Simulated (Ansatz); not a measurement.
Input for Ansatz (a first-principles code): R-PBE/def2-TZVPPD on C3H10Si (a complex), monomers drawn apart or pushed together. Files ending in .json are basis or fitting sets from the Basis Set Exchange.

Ansatz 0.2 input:
```yaml
crystal:
  periodic: [false, false, false]
  atoms:
    - {symbol: C, position_ang: [0.49074101, -0.01534055, 0.01815899]}
    - {symbol: C, position_ang: [-0.80890597, 0.21795925, 0.12473274]}
    - {symbol: H, position_ang: [1.21802277, 0.54424305, 0.59331307]}
    - {symbol: H, position_ang: [0.88058685, -0.77579937, -0.64766258]}
    - {symbol: H, position_ang: [-1.53757281, -0.34111743, -0.44987396]}
    - {symbol: H, position_ang: [-1.19579271, 0.97847724, 0.79194922]}
    - {symbol: C, position_ang: [-0.78592374, -0.99863500, 3.43754277]}
    - {symbol: Si, position_ang: [0.50760298, 0.35432103, 3.52837477]}
    - {symbol: H, position_ang: [-1.74005751, -0.65227413, 3.83911113]}
    - {symbol: H, position_ang: [-0.47453006, -1.87217219, 4.01326769]}
    - {symbol: H, position_ang: [-0.94126480, -1.30664632, 2.40296967]}
    - {symbol: H, position_ang: [0.07667158, 1.55182830, 2.76592443]}
    - {symbol: H, position_ang: [1.79946773, -0.10987235, 2.96697308]}
    - {symbol: H, position_ang: [0.73673606, 0.76578729, 4.93581171]}
basis:
  gaussian:
    orbitals: def2-TZVPPD.json
hamiltonian:
  xc: {name: PBE}
scf: {lower_state_search: off}
```

The log:

```
WARN ansatz: RAYON_NUM_THREADS=2 ignored (pool sized by the plan → 2); use --threads N
Functional definition: PBE
these checks for a lower state are left out or cut short: stability, starts, cluster_reference, orbital_swaps, neighbouring_geometries, increment
integrals: 0.29 GiB planned
1417 factors; their error is unknown
mean field: 2.15 GiB planned
mean field evaluation 1: about -11127.4871 eV, gradient 8.2e1 eV
mean field evaluation 2: about -11104.0272 eV, gradient 1.2e2 eV
mean field evaluation 4: about -11143.2817 eV, gradient 5.6e0 eV
mean field evaluation 8: about -11143.3683 eV, gradient 2.1e-1 eV
mean field evaluation 16: about -11143.3192 eV, gradient 3.6e-4 eV
mean field -11143.31922825 eV, -409.5094284252 hartree, gradient 5.5e-6 eV, S^2 0.000000; 0 other end points of the search recorded, 0 dependent functions left out
reference -11143.31928446 eV, -409.5094304908 hartree; 21, 21 occupied and 308, 308 virtual orbitals, 1417 factors
Total energy: -11143.31928446 eV, -409.5094304908 hartree
Checks for a lower state left out: stability, starts, cluster_reference, orbital_swaps, neighbouring_geometries, increment
```

The run converged.

Cost: very roughly 6 core-seconds.
